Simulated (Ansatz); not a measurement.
`NC[SiH2]N` and `N[SiH2][CH2][GeH2][NH2]` differ in one atom or group.

Ansatz, PBE0-D4/def2-TZVP geometries, multiplicity 1. Each molecule was computed in one conformer, which needn't be the lowest.

Scalar relativity is left out up to krypton.

```json
{"property": "HOMO–LUMO gap (PBE/def2-TZVPP) / eV", "`NC[SiH2]N`": "5.31"}
{"property": "LUMO energy (B3LYP/def2-TZVPP) / eV", "`NC[SiH2]N`": "0.44"}
{"property": "size of the dipole moment (ωB97M-V/def2-TZVPP) / D", "`NC[SiH2]N`": "1.08"}
{"property": "HOMO energy (PBE/def2-TZVPP) / eV", "`NC[SiH2]N`": "-5.39"}
{"property": "HOMO energy (B3LYP/def2-TZVPP) / eV", "`NC[SiH2]N`": "-6.62"}
{"property": "size of the dipole moment (B3LYP/def2-TZVPP) / D", "`NC[SiH2]N`": "1.07"}
```

Question: What does the change do to each property? (Estimate.)

Answer: The calculation gave: 
| property | `N[SiH2][CH2][GeH2][NH2]` | shift |
| --- | --- | --- |
| HOMO–LUMO gap (PBE/def2-TZVPP) / eV | 5.28 | -0.03 |
| LUMO energy (B3LYP/def2-TZVPP) / eV | 0.18 | -0.26 |
| size of the dipole moment (ωB97M-V/def2-TZVPP) / D | 1.17 | 0.09 |
| HOMO energy (PBE/def2-TZVPP) / eV | -5.64 | -0.25 |
| HOMO energy (B3LYP/def2-TZVPP) / eV | -6.82 | -0.20 |
| size of the dipole moment (B3LYP/def2-TZVPP) / D | 1.19 | 0.12 |

With PBE0 the HOMO falls by 0.22 eV and the LUMO falls by 0.28 eV, so the gap narrows by about 0.06 eV. PBE moves the HOMO by -0.25 eV and ωB97M-V by -0.21 eV. Dipoles are sizes alone; their direction can turn.

B3LYP here is the variant with VWN-RPA as its local correlation; programs differ in this.
